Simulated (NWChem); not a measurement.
CAlClF₄; SMILES [F][Al]([Cl])[C](F)(F)F

```xyz
7

Al     0.5050    -0.6144     0.0151
C     -0.2160     1.2590    -0.0340
F     -1.2445     1.3830    -0.8880
F      0.7047     2.1637    -0.3926
F     -0.6708     1.6212     1.1813
Cl    -0.7764    -2.2449     0.0553
F      2.1408    -0.8421     0.0501
```
Atoms are numbered in this order, from 1.

Program: NWChem. All runs use the structure optimised with PBE0/def2-SVP. Atomic charges in e: unrestrained fits to the electrostatic potential beside Mulliken populations; buried atoms are poorly determined by the fit.

What does the run give for B3LYP/def2-SVP? Quantities: ESP Al1; Mulliken Al1; ESP C2; Mulliken C2; ESP F3; Mulliken F3; ESP F4; Mulliken F4; ESP F5; Mulliken F5; relative RMS misfit of the potential (%).

The ESP Al1 is 0.80 and the Mulliken Al1 comes out as 0.83. The ESP C2 is 0.46. The Mulliken C2 is 0.32, the ESP F3 is -0.23 and the Mulliken F3 is -0.18. The ESP F4 is -0.20 and the Mulliken F4 is -0.18. The ESP F5 is -0.21 and the Mulliken F5 is -0.19. The relative RMS misfit of the potential (%) is 29.
